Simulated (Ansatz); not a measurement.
The same β-hydride elimination along the group O, S, Se.

Gas-phase electronic energies from Ansatz, PBE0-D4/def2-TZVP geometries. CBS: MP2 limit from def2 TZ/QZ plus the TZ coupled-cluster correction, frozen cores. This one scheme is used for every species. DFT in def2-TZVPP. For Se outer-core shells are correlated without core-valence functions, which leaves a few kJ/mol of doubt a bond. Scalar relativity is left out up to krypton. Each species was taken in one conformer, which may not be the lowest.

```json
{"reaction": "`C[CH2][AlH][OH]` → `[OH][AlH2]` + `C=C`", "B97M-V (kJ/mol)": "129", "CCSD(T)/def2-SVP (kJ/mol)": "130", "B2PLYP (kJ/mol)": "126", "ωB97M-V (kJ/mol)": "139", "CCSD(T)/CBS(def2) (kJ/mol)": "134"}
{"reaction": "`C[CH2][AlH][SH]` → `[AlH2][SH]` + `C=C`", "B97M-V (kJ/mol)": "132", "CCSD(T)/def2-SVP (kJ/mol)": "131", "B2PLYP (kJ/mol)": "128", "ωB97M-V (kJ/mol)": "142", "CCSD(T)/CBS(def2) (kJ/mol)": "137"}
{"reaction": "`C[CH2][AlH][SeH]` → `[AlH2][SeH]` + `C=C`", "B97M-V (kJ/mol)": "133", "CCSD(T)/def2-SVP (kJ/mol)": "132", "B2PLYP (kJ/mol)": "128", "ωB97M-V (kJ/mol)": "142", "CCSD(T)/CBS(def2) (kJ/mol)": "138"}
```

Largest T1 diagnostic: 0.012, for `[OH][AlH2]`.
